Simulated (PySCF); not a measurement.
## LiAs at PBE0

Computed with PBE0; Li pcseg-1, As pcseg-1; no relativity (PySCF 2.14).

| Property | Result |
| --- | --- |
| state | ³Π (triplet), unpaired electrons σ ↑, π ↑, a second solution, started from another occupation |
| bond length | 2.289 Å |
| harmonic wavenumber | 470 cm⁻¹ |
| force constant | 0.836 mdyn/Å |
| rotational constant Be | 0.5013 cm⁻¹ |
| anharmonicity ωexe | 2.85 cm⁻¹ |
| vibration–rotation constant αe | 0.00501 cm⁻¹ |
| energy of the minimum from ground-state Li + As | -0.90 eV |
| bond order (Mayer) | 0.87 |
| dipole moment (positive dipole means Li(−)As(+)) | -5.90 D |

Spin–orbit coupling is left out.
